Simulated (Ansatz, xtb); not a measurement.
Ligand exchange: C3H5F + SiH3(SnH3) → C3H8Si + SnH3F

Species: C3H5F (allyl fluoride) `C=CCF`, singlet; SiH3(SnH3), singlet; C3H8Si (prop-2-enylsilane) `C=CC[SiH3]`, singlet; SnH3F `[F][SnH3]`, singlet. The partners trade F for SiH3: C–F and Sn–SiH3 bonds give way to C–SiH3 and Sn–F.

Shapes, held fixed at every level: PBE0-D4/def2-TZVP. Flexible molecules stand in one conformer, not always the lowest. Programs: Ansatz 0.2.0, xtb 6.7.1, xtb 6.7.1 later snapshot. Electronic energies: no zero-point or thermal term.

(1) Estimate ΔE of this reaction.

Answers

(1) The highest level, CCSD(T)/def2-TZVPP, gives ΔE = -95.1 kJ/mol; the levels span -99.2 to -36.8. GFN2-xTB strays far from the other rows. The column of differences is taken from that level and isn't an error. No measured value is set beside it here. For atoms past krypton def2 sets carry core potentials with scalar relativity. Outer-core shells of Sn are correlated in most correlated rows, in sets that cover them unevenly.

```
              level                    kind  ΔE (kJ/mol)  less CCSD(T)/def2-TZVPP
           GFN2-xTB          semi-empirical        -36.8                    +58.3
      HF/def2-TZVPP            Hartree–Fock        -93.5                     +1.6
B3LYP-D4/def2-TZVPP           global hybrid        -95.4                     -0.3
 PBE0-D4/def2-TZVPP           global hybrid        -87.5                     +7.6
 wB97M-V/def2-TZVPP  range-separated hybrid        -99.2                     -4.1
 wB97X-V/def2-TZVPP  range-separated hybrid        -97.6                     -2.5
  B2PLYP/def2-TZVPP           double hybrid        -97.8                     -2.7
    CCSD/def2-TZVPP   coupled cluster or CI        -94.1                     +1.0
 CCSD(T)/def2-TZVPP   coupled cluster or CI        -95.1                      0.0
```
